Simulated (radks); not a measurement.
Q: Tl54+, configuration [Ar] 3d9. Calculated with a radial shooting solver on a logarithmic mesh with Libxc functionals: Dirac Kohn-Sham, PBE, spin-unpolarised, spherical densities, point nucleus; open shells are shared between the two j in proportion to 2j + 1. Some entries of the table are withheld. Estimate them.

| orbital | occ. | eigenvalue (eV) | r(max) (bohr) |
|---|---|---|---|
| 1s1/2 | 2 | -88707.04 | 0.01002 |
| 2s1/2 | 2 | -18348.52 | 0.05825 |
| 2p1/2 | 2 | -17755.20 | (1) |
| 2p3/2 | 4 | -15675.31 | (2) |
| 3s1/2 | 2 | (3) | 0.1619 |
| 3p1/2 | 2 | -6309.534 | 0.1506 |
| 3p3/2 | 4 | -5818.402 | 0.1652 |
| 3d3/2 | 3.6 | -5415.237 | 0.1277 |
| 3d5/2 | 5.4 | -5307.794 | 0.1317 |

A: 
(1) 2p1/2 r(max) (bohr): 0.04271
(2) 2p3/2 r(max) (bohr): 0.05028
(3) 3s1/2 eigenvalue (eV): -6565.910
